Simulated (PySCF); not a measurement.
**PdH2, singlet: structure and spectrum**

Computed with PBE0 in PySCF with Pd def2-TZVP with ECP28, H def2-TZVP; scalar-relativistic core potentials, no spin–orbit coupling; density-fitted integrals.

The structure is a minimum.

```xyz
3
charge 0 multiplicity 1, angstrom
Pd    0.0000    0.0000   -0.0297
H     0.4428    0.0000    1.5628
H    -0.4428    0.0000    1.5628
```

```
Point group                                                                   : C2v
Bond lengths                                                                  : H–H 0.886 Å, Pd–H 1.653 Å (×2)
Bond angles                                                                   : H–H–Pd 74.5° (×2), H–Pd–H 31.1°
Enthalpy at 298.15 K above 0 K                                                : 10.00 kJ/mol
Zero-point energy                                                             : 32.2 kJ/mol
Principal polarisabilities                                                    : 27.9, 31.2, 33.3 bohr³
Principal quadrupole moments (Buckingham, traceless) about the centre of mass : -1.85, -1.05, 2.90 D Å
Highest occupied level                                                        : -5.87 eV
Rotational constants                                                          : 42.65, 3.36, 3.115 cm⁻¹
Heat capacity Cp at 298.15 K                                                  : 34.8 J/(mol K)
Atomisation energy without zero-point energy                                  : 526 kJ/mol
Rotational symmetry number                                                    : 2
Dipole moment                                                                 : 1.25 D
Entropy at 298.15 K and 1 bar                                                 : 220.2 J/(mol K)
Lowest empty level                                                            : -1.62 eV
```

Harmonic modes (masses in u: Pd 105.903, H 1.008):
```json
{"symmetry": "a1", "ω (cm⁻¹)": "1065", "IR (km/mol)": "197"}
{"symmetry": "b2", "ω (cm⁻¹)": "1584", "IR (km/mol)": "15.0"}
{"symmetry": "a1", "ω (cm⁻¹)": "2735", "IR (km/mol)": "58.8"}
```

In C2v the vibrations span 2a1 + b2. Here b1 is antisymmetric to the molecular plane and b2 lies in it.

Charges (e):
```csv
atom,Mulliken,Löwdin,polar tensor,Mayer order to Pd1
Pd1,-0.03,-0.15,-0.05,–
"H2,3",0.02,0.08,0.02,0.46
```
Other Mayer orders above 0.3: H–H 0.59.

Mulliken populations on Pd1 (electrons outside its core potential): s 2.36, p 6.08, d 9.59, f 0.00.

Only a few start shapes were tried, so a lower isomer may exist.

The final relaxation and frequency run took roughly 13 core-seconds on a shared host.
